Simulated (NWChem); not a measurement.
PbH2S2, singlet; SMILES [SH][Pb][SH]

```xyz
5

Pb    -0.5126     0.0100     0.0000
S      1.2067     1.8898     0.0000
H      2.2820     1.0707     0.0000
S      1.2559    -1.8305     0.0000
H      0.3519    -2.8360     0.0000
```
Atoms are numbered in this order, from 1.

Results from NWChem. Medium grid unless said otherwise, to which SCAN and Minnesota functionals are sensitive. Low-valent species are run as closed-shell singlets; no triplet was tried in these runs. The geometry was optimised at PBE0/def2-SVP. def2 effective core potentials on Pb; no spin-orbit coupling. Hybrids' shares of exact exchange are those that their runs print; pure functionals count as 0. The functionals differ in more than this share.

```
row                    share of exact exchange  orbital gap (eV)
---------------------  -----------------------  ----------------
PBE/def2-SVP                              0.00              2.73
r2SCAN/def2-SVP                           0.00              3.07
B3LYP/def2-SVP                            0.20              3.98
B97-2/def2-SVP                            0.21              4.18
r2SCAN0/def2-SVP                          0.25              4.66
BHandHLYP/def2-SVP                        0.50          withheld
Hartree-Fock/def2-SVP                     1.00              9.43
```

Problem. Fit a straight line of the last column on the one before it, predict the withheld value, and compare with the run.

Solution. 
1. Means of the 6 shown rows: x = 0.277, y = 4.675. Slope Σ(x − x̄)(y − ȳ)/Σ(x − x̄)² = 4.508/0.6873 = 6.559; intercept 2.860.
2. The shown rows scatter about the line by 0.145 (root mean square); the largest residual is +0.21, at r2SCAN/def2-SVP.
3. At x = 0.50 (BHandHLYP/def2-SVP; inside the shown range) the line gives 6.14.
4. The run gives 6.07, -0.07 from the line, 0.5 times the scatter.
